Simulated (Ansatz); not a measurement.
`[SiH2]1[SiH2][GeH2][GeH2][GeH2][SiH2]1`. Total charge 0; spin multiplicity 1. The structure was optimised at the PBE0-D4/def2-TZVP level.

```xyz
18

Si   -0.223   -1.964   -0.857
Si    0.489   -0.247   -2.282
Ge    0.714    1.794   -1.064
Ge    1.329    1.285    1.226
Ge   -0.558    0.174    2.286
Si   -1.769   -1.084    0.660
H     0.951   -2.466   -0.086
H    -0.784   -3.099   -1.642
H    -0.508   -0.067   -3.375
H     1.798   -0.601   -2.898
H     1.737    2.729   -1.737
H    -0.646    2.520   -1.039
H     2.539    0.330    1.218
H     1.728    2.552    2.006
H    -0.048   -0.768    3.394
H    -1.472    1.228    2.940
H    -2.582   -2.145    1.317
H    -2.694   -0.170   -0.067
```

(1) What is the dipole moment at r2SCAN/def2-TZVPP? (Estimate.)

(2) And with PBE, B3LYP, ωB97M-V? (Best estimate.)

(3) Give the Mulliken charges with r2SCAN, ωB97M-V, PBE in def2-TZVPP. (Estimate.)

Answers

(1) Computed: 0.14 D, with components (-0.05, -0.11, -0.08) D in this frame, pointing from negative to positive charge.

(2) Ansatz gave: PBE 0.08 D, B3LYP 0.19 D, ωB97M-V 0.17 D.

(3) Ansatz gave: 
```json
{"atom": "Si1", "r2SCAN": "0.13", "ωB97M-V": "0.01", "PBE": "0.09"}
{"atom": "Si2", "r2SCAN": "0.12", "ωB97M-V": "0.06", "PBE": "0.07"}
{"atom": "Ge3", "r2SCAN": "-0.01", "ωB97M-V": "-0.13", "PBE": "0.02"}
{"atom": "Ge4", "r2SCAN": "-0.03", "ωB97M-V": "-0.09", "PBE": "-0.02"}
{"atom": "Ge5", "r2SCAN": "0.03", "ωB97M-V": "-0.08", "PBE": "0.05"}
{"atom": "Si6", "r2SCAN": "0.09", "ωB97M-V": "0.03", "PBE": "0.04"}
{"atom": "H7", "r2SCAN": "-0.05", "ωB97M-V": "0.00", "PBE": "-0.03"}
{"atom": "H8", "r2SCAN": "-0.07", "ωB97M-V": "-0.01", "PBE": "-0.05"}
{"atom": "H9", "r2SCAN": "-0.06", "ωB97M-V": "-0.01", "PBE": "-0.04"}
{"atom": "H10", "r2SCAN": "-0.06", "ωB97M-V": "-0.01", "PBE": "-0.04"}
{"atom": "H11", "r2SCAN": "0.00", "ωB97M-V": "0.04", "PBE": "0.00"}
{"atom": "H12", "r2SCAN": "0.01", "ωB97M-V": "0.04", "PBE": "0.00"}
{"atom": "H13", "r2SCAN": "0.01", "ωB97M-V": "0.04", "PBE": "0.00"}
{"atom": "H14", "r2SCAN": "0.00", "ωB97M-V": "0.04", "PBE": "0.00"}
{"atom": "H15", "r2SCAN": "0.00", "ωB97M-V": "0.03", "PBE": "0.00"}
{"atom": "H16", "r2SCAN": "0.00", "ωB97M-V": "0.04", "PBE": "0.00"}
{"atom": "H17", "r2SCAN": "-0.07", "ωB97M-V": "-0.01", "PBE": "-0.04"}
{"atom": "H18", "r2SCAN": "-0.05", "ωB97M-V": "0.00", "PBE": "-0.03"}
```

B3LYP here is the variant with VWN-RPA as its local correlation; programs differ in this.
